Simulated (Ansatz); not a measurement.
Consider the atomization: `OBCOB(F)F` → 2 B• + C• + 2 F• + 4 H• + 2 O•.

Isolated molecules relaxed with PBE0-D4/def2-TZVP in Ansatz; ΔE leaves out vibrations. CCSD(T)/CBS adds triple-zeta CCSD(T) − MP2 to the extrapolated MP2 energy (def2 sets, frozen cores). This one scheme is used for every species, atoms too. For atomizations the MP2-based limit and the directly extrapolated one differ by several kJ/mol either way, and by 10 to 25 for some Ge, Se and Sn compounds, so smaller differences from it don't rank the levels. DFT in def2-TZVPP. B3LYP here is the variant with VWN-RPA as its local correlation; programs differ in this. Open shells (•) are unrestricted, without spin–orbit coupling. Spin–orbit coupling would lower the free atoms: a little for B, C, F, O. Each species was taken in one conformer, which may not be the lowest.

| level | ΔE (eV) | difference from CCSD(T)/CBS |
| --- | --- | --- |
| PBE-D4 | 51.87 | 1.43 |
| PBE0-D4 | 50.60 | 0.16 |
| B3LYP-D4 | 50.46 | 0.02 |
| ωB97X-V | 50.52 | 0.08 |
| PBE-QIDH | 50.31 | -0.13 |
| BLYP | 50.22 | -0.22 |
| PBE0 | 50.43 | -0.01 |
| B3LYP | 50.15 | -0.29 |
| r2SCANh | 50.40 | -0.04 |
| BHLYP | 48.46 | -1.98 |
| MP2/def2-SVP | 50.04 | -0.40 |
| CCSD/def2-TZVPP | 48.44 | -2.00 |
| CCSD(T)/def2-TZVPP | 49.22 | -1.22 |
| HF/def2-QZVPP | 37.76 | -12.68 |
| MP2/def2-QZVPP | 51.75 | 1.31 |
| CCSD/CBS(def2) | 49.66 | -0.78 |
| CCSD(T)/CBS | 50.44 | 0 |

Largest T1 diagnostic among the species: 0.014.

In def2-TZVPP, CCSD(T) changes the Hartree–Fock value by +11.53 eV (the triples alone add +0.78 eV) and MP2 by +13.34 eV; breaking electron pairs costs correlation energy, which Hartree–Fock lacks. At CCSD(T), def2-SVP lies −2.04 eV from the extrapolated value and def2-TZVPP −1.22 eV: correlation converges slowly with the basis, and small sets miss more of it in the bonded molecule than in its fragments.
